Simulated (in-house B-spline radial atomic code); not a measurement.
The numbers below are computed, except where a source is named.
# Weak and strong correlation along the adiabatic connection

Two-electron singlets in several external potentials (atomic units), by full CI in B-splines with partial waves to l = 8 (correlation energies up to 0.6 % small). The repulsion is scaled by λ at fixed density; W(λ) is the mean repulsion less the Hartree energy, W(0) = E_x, and the area under W from 0 to 1 is E_xc.

One system gave this curve:

```tsv
λ	W (hartree)
0	-1.9038
0.02	-1.9057
0.05	-1.9086
0.12	-1.9151
0.25	-1.927
0.4	-1.9403
0.6	-1.9573
0.8	-1.9735
1	-1.9889
1.4	-2.0178
2	-2.0565
3	-2.1112
4.5	-2.1758
7	-2.253
10	-2.316
```

(1) Which system is it?
A. ω²r²/2 − Z/r, ω = 4.96, Z = 1
B. −Z exp(−kr)/r, Z = 9.52, k = 0.64
C. −V exp(−r²/w²), V = 7.53, w = 1.15
D. −V exp(−r²/w²), V = 11.2, w = 5.49

Answers

(1) A. The exchange energy sets the size: ω²r²/2 − Z/r, ω = 4.96, Z = 1: E_x = -1.9, E_c = -0.0442; −Z exp(−kr)/r, Z = 9.52, k = 0.64: E_x = -5.7, E_c = -0.0454; −V exp(−r²/w²), V = 7.53, w = 1.15: E_x = -1.16, E_c = -0.042; −V exp(−r²/w²), V = 11.2, w = 5.49: E_x = -0.671, E_c = -0.0403 hartree.
